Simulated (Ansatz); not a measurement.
Cost and result up the ladder for GeBrH3 (GeH₃Br) (5 atoms). Total charge 0; singlet. Geometry: PBE-D4/def2-TZVP.

```xyz
5

Ge    0.129   -0.124   -0.070
Br   -1.437    1.375    0.781
H     0.390    0.274   -1.538
H    -0.485   -1.535    0.036
H     1.402    0.009    0.791
```

Ansatz on 4 threads of Intel Xeon Platinum 8259CL on a shared host. Times are rough, and most runs start from the orbitals of an earlier one. r2SCAN0-D4/def2-TZVP serves as the yardstick here, not as an exact answer. Differences are given only for rows in sets of like size (and for xTB, whose basis is part of the method), since another set adds its own error. Binding counts from free atoms at the same level (Ge triplet, Br doublet, H doublet; other spins of the atoms weren't run), without zero-point energy or a counterpoise term.

The 6-31G sets use Cartesian d functions. Correlated methods freeze 18 core orbitals; core or outer-core shells of Ge, Br are correlated, in sets that lack core-valence functions.

Correlated methods converge slowly with the basis.

| level | functions | wall time |
| --- | --- | --- |
| HF/STO-3G | 39 | 0.15 s |
| PBE-D4/def2-SVP | 79 | 0.4 s |
| HF/6-31G | 64 | 0.45 s |
| BLYP-D4/def2-TZVP | 114 | 0.6 s |
| PBE-D4/def2-TZVP (with forces) | 114 | 0.75 s |
| PBE0-D4/def2-SVP | 79 | 0.75 s |
| MP2/def2-TZVP | 114 | 0.85 s |
| PBE-D4/def2-TZVPD | 138 | 0.95 s |
| r2SCAN-D4/def2-TZVP | 114 | 1.1 s |
| PBE0-D4/def2-TZVP | 114 | 1.2 s |
| PBE0-D4/def2-TZVPD | 138 | 1.2 s |
| r2SCANh-D4/def2-TZVP | 114 | 1.4 s |
| r2SCAN0-D4/def2-TZVP | 114 | 1.6 s |
| CCSD(T)/def2-TZVPP | 138 | 9 s |

**Question.** Estimate what each level gives for the binding energy per atom (eV).

**Answer.** 
| level | binding energy per atom (eV) | difference from r2SCAN0-D4/def2-TZVP (eV) |
| --- | --- | --- |
| HF/STO-3G | 2.95 | – |
| PBE-D4/def2-SVP | 2.51 | – |
| HF/6-31G | 1.69 | – |
| BLYP-D4/def2-TZVP | 2.49 | -0.05 |
| PBE-D4/def2-TZVP (with forces) | 2.52 | -0.02 |
| PBE0-D4/def2-SVP | 2.51 | – |
| MP2/def2-TZVP | 2.45 | -0.09 |
| PBE-D4/def2-TZVPD | 2.52 | -0.02 |
| r2SCAN-D4/def2-TZVP | 2.57 | 0.02 |
| PBE0-D4/def2-TZVP | 2.52 | -0.03 |
| PBE0-D4/def2-TZVPD | 2.52 | -0.02 |
| r2SCANh-D4/def2-TZVP | 2.56 | 0.01 |
| r2SCAN0-D4/def2-TZVP | 2.54 | 0.00 |
| CCSD(T)/def2-TZVPP | 2.54 | -0.01 |
